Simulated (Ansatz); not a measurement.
Steps of a relaxation of `F[SiH2][AlH][Cl]` with RKS PBE-D4/def2-SVP.

```sh
$ ansatz run in.yaml --threads 2 --pin off --events-out ev --progress --plain --max-ram 4352MiB
```

```yaml
crystal:
  periodic: [false, false, false]
  atoms:
    - {symbol: F, position_ang: [-1.959700, 0.655800, 0.685000]}
    - {symbol: Si, position_ang: [-0.377600, 0.935600, 0.331900]}
    - {symbol: Al, position_ang: [0.571700, -1.115100, -0.305500]}
    - {symbol: Cl, position_ang: [-0.085800, -2.201100, -2.056700]}
    - {symbol: H, position_ang: [-0.235700, 1.892600, -0.789200]}
    - {symbol: H, position_ang: [0.305500, 1.477500, 1.525800]}
    - {symbol: H, position_ang: [1.842800, -1.713400, 0.563100]}
basis:
  gaussian: {orbitals: def2-SVP}
hamiltonian: {xc: pbe, dispersion: d4}
relax: {f_tol: 0.03, max_steps: 200}
```

Positions (Å) and forces (eV/Å) along the path, 8 of 8 steps:

```xyz
7
step=1 energy=-29739.2965 eV
F    -1.960    0.656    0.685   -0.258    0.163    0.045
Si   -0.378    0.936    0.332   -0.415    0.142   -0.029
Al    0.572   -1.115   -0.305    0.910   -1.423   -0.251
Cl   -0.086   -2.201   -2.057    0.156    0.299    0.496
H    -0.236    1.893   -0.789   -0.110    0.500   -0.259
H     0.305    1.478    1.526    0.149    0.274    0.414
H     1.843   -1.713    0.563   -0.433    0.045   -0.417
7
step=2 energy=-29739.4332 eV
F    -2.015    0.770    0.693    0.073   -0.116   -0.091
Si   -0.418    0.942    0.309   -0.111    0.239    0.146
Al    0.655   -1.185   -0.275    0.103   -0.338   -0.196
Cl   -0.025   -2.230   -2.005   -0.007    0.076    0.097
H    -0.304    2.000   -0.755   -0.012   -0.038   -0.130
H     0.269    1.514    1.513    0.076    0.059    0.181
H     1.898   -1.877    0.473   -0.122    0.118   -0.007
7
step=3 energy=-29739.4521 eV
F    -1.988    0.693    0.656    0.133    0.046   -0.022
Si   -0.389    0.969    0.326   -0.080   -0.071   -0.021
Al    0.651   -1.193   -0.287    0.052    0.025   -0.045
Cl   -0.058   -2.232   -2.000   -0.034    0.035    0.035
H    -0.299    2.008   -0.768   -0.016   -0.034    0.023
H     0.262    1.557    1.554   -0.046    0.010    0.010
H     1.881   -1.870    0.473   -0.008   -0.012    0.019
7
step=4 energy=-29739.4551 eV
F    -1.985    0.687    0.643    0.095    0.017   -0.014
Si   -0.385    0.963    0.324   -0.043   -0.034   -0.003
Al    0.668   -1.190   -0.288   -0.003    0.038   -0.001
Cl   -0.085   -2.212   -1.990   -0.010    0.006    0.016
H    -0.295    1.999   -0.771   -0.004   -0.014    0.010
H     0.251    1.558    1.558   -0.041    0.009    0.001
H     1.892   -1.872    0.478    0.004   -0.021   -0.008
7
step=5 energy=-29739.4569 eV
F    -1.976    0.670    0.623    0.025   -0.005   -0.002
Si   -0.377    0.962    0.325   -0.004    0.005    0.007
Al    0.683   -1.185   -0.287   -0.017    0.016    0.028
Cl   -0.113   -2.199   -1.974    0.000   -0.003    0.000
H    -0.288    1.995   -0.771    0.009    0.003   -0.004
H     0.230    1.570    1.567   -0.024   -0.002   -0.010
H     1.902   -1.882    0.471    0.011   -0.014   -0.021
7
step=6 energy=-29739.4578 eV
F    -1.968    0.654    0.603   -0.018   -0.009    0.003
Si   -0.370    0.964    0.326    0.016    0.015    0.012
Al    0.692   -1.181   -0.282   -0.012   -0.002    0.022
Cl   -0.137   -2.189   -1.957    0.002   -0.004   -0.001
H    -0.279    1.996   -0.771    0.014    0.005   -0.005
H     0.209    1.581    1.576   -0.010   -0.006   -0.013
H     1.915   -1.893    0.458    0.008    0.001   -0.018
7
step=7 energy=-29739.4584 eV
F    -1.968    0.648    0.586   -0.015   -0.003    0.000
Si   -0.368    0.965    0.329    0.004    0.010    0.011
Al    0.696   -1.180   -0.276   -0.003   -0.014    0.004
Cl   -0.156   -2.186   -1.941    0.003    0.000    0.006
H    -0.265    1.994   -0.769    0.012    0.005   -0.003
H     0.191    1.588    1.585   -0.002   -0.007   -0.008
H     1.931   -1.896    0.440    0.001    0.010   -0.011
7
step=8 energy=-29739.4590 eV
F    -1.973    0.648    0.559    0.008    0.006   -0.004
Si   -0.367    0.964    0.333   -0.020    0.002    0.007
Al    0.698   -1.180   -0.270    0.006   -0.021   -0.016
Cl   -0.181   -2.191   -1.919    0.005    0.002    0.017
H    -0.240    1.993   -0.764    0.007    0.003    0.004
H     0.168    1.586    1.599    0.003   -0.008   -0.004
H     1.956   -1.888    0.415   -0.009    0.016   -0.005
```

Hardware: 2 threads of an Intel Xeon 6975P-C on a shared host. Wall time 6 s, peak host memory 0.16 GiB.
